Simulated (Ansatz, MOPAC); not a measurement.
Species: bromo(fluoro)methane, CH₂BrF (charge 0, singlet). SMILES: FCBr

Atoms: F1, C2, Br3, H4, H5. Bonds: F1-C2, C2-Br3, C2-H4, C2-H5.

Bond lengths (Å) and angles (degrees) optimised at AM1 with MOPAC; PBE/6-31G* with LANL2DZ past Ar with Ansatz (a first-principles code); MP2/6-31G* with LANL2DZ past Ar with Ansatz, each started from the B3LYP-D3(BJ)/def2-TZVP structure (Ansatz) of the last column. A row stands for all coordinates that are equal there; 6 of 7 kinds are shown. 6-31G* holds six Cartesian d functions. No wavenumbers were computed at PBE/6-31G* with LANL2DZ past Ar, MP2/6-31G* with LANL2DZ past Ar, so these may be saddle points.

```csv
coordinate,AM1,PBE/6-31G* with LANL2DZ past Ar,MP2/6-31G* with LANL2DZ past Ar,B3LYP-D3(BJ)/def2-TZVP
F1-C2,1.371,1.354,1.368,1.361
C2-Br3,1.967,2.044,1.990,1.957
C2-H4,1.119,1.099,1.088,1.086
F1-C2-Br3,115.8,110.9,110.7,110.6
F1-C2-H4,109.5,111.1,109.6,109.6
Br3-C2-H4,105.3,104.9,107.1,106.8
```

Mean signed difference of all 4 bond lengths from B3LYP-D3(BJ)/def2-TZVP: AM1 0.021 Å, PBE/6-31G* with LANL2DZ past Ar 0.027 Å, MP2/6-31G* with LANL2DZ past Ar 0.011 Å.
